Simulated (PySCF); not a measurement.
B3LYP has the VWN-RPA correlation part, as in Gaussian. 

```xyz
4

B     -0.0003    -0.0004     0.0007
H     -0.9000    -0.7749    -0.0022
H     -0.2212     1.1661     0.0009
H      1.1204    -0.3922     0.0006
```

Charge 0, multiplicity 1.

Give the Mulliken and meta-Löwdin atomic charges from B3LYP-D3(BJ)/def2-TZVP // M06-2X/def2-TZVP in PySCF.


```json
[
 {"atom": "B1", "Mulliken (e)": "-0.03", "meta-Löwdin (e)": "-0.05"},
 {"atom": "H2", "Mulliken (e)": "0.01", "meta-Löwdin (e)": "0.02"},
 {"atom": "H3", "Mulliken (e)": "0.01", "meta-Löwdin (e)": "0.02"},
 {"atom": "H4", "Mulliken (e)": "0.01", "meta-Löwdin (e)": "0.02"}
]
```
